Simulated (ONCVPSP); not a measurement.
# Cutoff test, K, ONCV

| Quantity | Value |
| --- | --- |
| Element | K (Z = 19) |
| Generator | ONCVPSP 4.0.1 |
| Type | optimised norm-conserving Vanderbilt (ONCV) |
| Functional | PBEsol |
| Relativity | fully relativistic |
| Frozen core | [Ne] |
| Valence charge | 9 |
| Reference configuration | 3s2 3p6 (charge +1) |
| Partial waves | 3s: rc 1.90 bohr, ncon 3, nbas 7, qcut 7.6 1/bohr, 1 projector; 3p: rc 2.10 bohr, ncon 3, nbas 7, qcut 5.5 1/bohr, 2 projectors, debl 2.2 Ha; d scattering state at 0.02 Ha: rc 1.70 bohr, ncon 4, nbas 7, qcut 5.6 1/bohr, 2 projectors, debl 0.8 Ha |
| Local potential | polynomial inside 1.35 bohr (lpopt 5, dvloc0 1 Ha) |
| Core correction | Teter function, fcfact 4.25, rcfact 1.1 |

Open shells are filled in proportion to 2j + 1.

In the d channel the program set the typed energies aside and used 0.050, 0.850 Ha (j = l + 1/2; the other j can differ).

Question: For each optimised wave give the share of its norm inside rc, the residual kinetic energy above qcut (Ha) and the cutoffs (Ha) for errors of 10, 1, 0.1 and 0.01 mHa per electron.

Answer:

```csv
wave,norm inside rc,residual KE,10 mHa,1 mHa,0.1 mHa,0.01 mHa
3s,0.900,4.3e-08,11.4,16.2,20.0,23.1
3p j=3/2,0.871,4.9e-06,8.2,10.7,12.8,14.6
p projector 2 j=3/2,0.153,1.3e-05,8.5,11.3,13.5,16.0
3p j=1/2,0.874,5.3e-06,8.2,10.7,12.8,14.6
p projector 2 j=1/2,0.154,1.5e-05,8.6,11.4,13.5,16.4
d projector 1 j=5/2,0.123,3.0e-03,12.8,27.0,56.2,65.3
d projector 2 j=5/2,0.115,9.2e-03,15.4,21.1,48.2,78.5
d projector 1 j=3/2,0.283,5.4e-03,14.2,42.3,58.5,76.2
d projector 2 j=3/2,0.115,1.0e-02,15.6,21.9,48.2,63.5
```

The occupied waves need 16 Ha and 20 Ha for 1 and 0.1 mHa. The cutoffs count occupied waves only; projector 1 of the d channel, the hardest unoccupied one, needs 42 Ha at the loose tolerance.
